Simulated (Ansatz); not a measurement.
Ansatz (an electronic-structure program) input (BLYP/6-31G* with LANL2DZ past Ar): The .json file joins the Basis Set Exchange's 6-31G* for atoms up to Ar and LANL2DZ past it.

Ansatz 0.2 input:
```yaml
crystal:
  periodic: [false, false, false]
  atoms:
    - {symbol: Zn, position_ang: [0.00261532, 0.30952722, 0.06880012]}
    - {symbol: O, position_ang: [1.25801366, -0.35889392, -1.22220738]}
    - {symbol: H, position_ang: [1.76755228, 0.40700812, -1.50771618]}
    - {symbol: O, position_ang: [-1.26799587, -0.82251379, 0.95961016]}
    - {symbol: H, position_ang: [-1.76615436, -0.24156291, 1.54449049]}
basis:
  gaussian:
    orbitals: 6-31Gs+LANL2DZ.json
hamiltonian:
  xc: {name: BLYP}
total_charge: -1
magnetization: {spin_polarized: true, initial_magnetization: 1}
output: {forces: true}
```

**Question.** Predict the final energy.

**Answer.** -217.54346 Eh.
